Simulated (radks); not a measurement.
Spherical quantum dot in the effective-mass picture: electrons in a parabolic well V = omega^2 r^2 / 2 with omega = 2.63, all in effective atomic units (hartree* = m*/eps^2 hartree, bohr* = eps/m* bohr), one dielectric constant everywhere. Calculated with a radial shooting solver with Libxc functionals: non-relativistic Kohn-Sham, LDA (Slater exchange, Perdew-Wang correlation), spin-polarised, spherical densities. Levels are named by radial order and angular momentum (1s, 1p, 1d, 2s, ...), and open shells are averaged over m. Results are scaled to m* = 0.244 and eps = 14.1, for which hartree* = 33.4 meV and bohr* = 3.058 nm. Each electron was tried in the lowest free levels, single moves between levels near the top were tried too, and the lowest total energy was kept; such a search can miss a lower state. At N = 1 the Hartree and exchange-correlation terms need not cancel, so that row can carry a self-interaction error.

| N | open shells | 2S | E (meV) | mu = E(N) - E(N-1) (meV) | addition energy mu(N+1) - mu(N) (meV) |
|---|---|---|---|---|---|
| 1 | 1s(up 1, down 0) | 1 | 133.861 | 133.86 | 39.94 |
| 2 | none | 0 | 307.657 | 173.80 | 108.3 |
| 3 | 1p(up 1, down 0) | 1 | 589.738 | 282.08 | 26.30 |
| 4 | 1p(up 2, down 0) | 2 | 898.120 | 308.38 | 26.75 |
| 5 | 1p(up 3, down 0) | 3 | 1233.25 | 335.13 | 34.10 |
| 6 | 1p(up 3, down 1) | 2 | 1602.47 | 369.22 | 24.80 |
| 7 | 1p(up 3, down 2) | 1 | 1996.50 | 394.03 | 25.13 |
| 8 | none | 0 | 2415.65 | 419.15 | 92.64 |
| 9 | 1d(up 1, down 0) | 1 | 2927.44 | 511.79 | 21.89 |
| 10 | 1d(up 2, down 0) | 2 | 3461.13 | 533.69 | 21.88 |
| 11 | 1d(up 3, down 0) | 3 | 4016.70 | 555.57 | 21.80 |
| 12 | 1d(up 4, down 0) | 4 | 4594.07 | 577.37 | 21.68 |
| 13 | 1d(up 5, down 0) | 5 | 5193.12 | 599.05 | 27.51 |
| 14 | 1d(up 5, down 1) | 4 | 5819.68 | 626.56 | 20.69 |
| 15 | 1d(up 5, down 2) | 3 | 6466.93 | 647.25 | 20.68 |
| 16 | 1d(up 5, down 3) | 2 | 7134.87 | 667.93 | 20.62 |
| 17 | 1d(up 5, down 4) | 1 | 7823.42 | 688.56 | 20.53 |
| 18 | none | 0 | 8532.50 | 709.08 | 27.08 |
| 19 | 2s(up 1, down 0) | 1 | 9268.66 | 736.16 | 23.09 |
| 20 | none | 0 | 10027.9 | 759.25 | 70.03 |
| 21 | 1f(up 1, down 0) | 1 | 10857.2 | 829.28 | 18.49 |
| 22 | 1f(up 2, down 0) | 2 | 11705.0 | 847.77 | 18.43 |
| 23 | 1f(up 3, down 0) | 3 | 12571.2 | 866.19 | 18.35 |
| 24 | 1f(up 4, down 0) | 4 | 13455.7 | 884.55 | 18.27 |
| 25 | 1f(up 5, down 0) | 5 | 14358.5 | 902.82 | 18.19 |
| 26 | 1f(up 6, down 0) | 6 | 15279.5 | 921.01 | 18.10 |
| 27 | 1f(up 7, down 0) | 7 | 16218.6 | 939.11 | 22.71 |
| 28 | 1f(up 7, down 1) | 6 | 17180.5 | 961.82 | 17.62 |
| 29 | 1f(up 7, down 2) | 5 | 18159.9 | 979.44 | 17.57 |
| 30 | 1f(up 7, down 3) | 4 | 19156.9 | 997.01 | 17.51 |
| 31 | 1f(up 7, down 4) | 3 | 20171.4 | 1014.5 | - |

All shells are closed at N = 2, 8, 18, 20 (there: 1s2 1p6 1d10 2s2); the second difference of the energy has clear peaks (12 % above both neighbours; the first and last values, which can be the largest, are not judged, and half-filled shells can peak too) at N = 2, 5, 8, 13, 18, 20, 27.
